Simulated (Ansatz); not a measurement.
CH$_{6}$OSSi$_{2}$, SMILES `OC1([SiH3])[SiH2]S1`, relaxed with RKS PBE0-D4/def2-TZVP in the Gaussian-basis code of Ansatz from a PBE-D4/def2-SVP geometry. The force threshold is 0.005 eV/Å; the program also tests the step.

Charge 0, multiplicity 1.

Start:

```xyz
11

O    -1.461    0.701    0.863
C    -0.379    0.057    0.295
Si    1.193    1.125    0.373
Si   -0.517   -1.333   -0.973
S     0.062   -1.735    1.027
H    -2.270    0.165    0.735
H     0.927    2.471   -0.247
H     2.268    0.422   -0.405
H     1.621    1.314    1.800
H    -1.916   -1.695   -1.380
H     0.472   -1.494   -2.089
```

(1) How much energy does the relaxation release, and in how many steps? (Estimate.)

(2) Which bonds change most? (Best estimate.)

(3) Give the relaxed structure. (Best estimate.)

Answers

(1) The calculation gave: 6.02 kJ/mol, in 9 steps.

(2) Computed: C2–S5 from 1.985 to 1.910 Å; Si4–S5 from 2.120 to 2.087 Å; C2–Si4 from 1.887 to 1.861 Å; C2–Si3 from 1.902 to 1.879 Å.

(3) Ansatz gave: 
```xyz
11

O    -1.458    0.689    0.854
C    -0.362    0.043    0.302
Si    1.182    1.111    0.367
Si   -0.508   -1.301   -0.977
S     0.025   -1.691    1.003
H    -2.239    0.128    0.788
H     0.912    2.425   -0.276
H     2.244    0.398   -0.386
H     1.606    1.325    1.774
H    -1.888   -1.646   -1.392
H     0.487   -1.481   -2.057
```
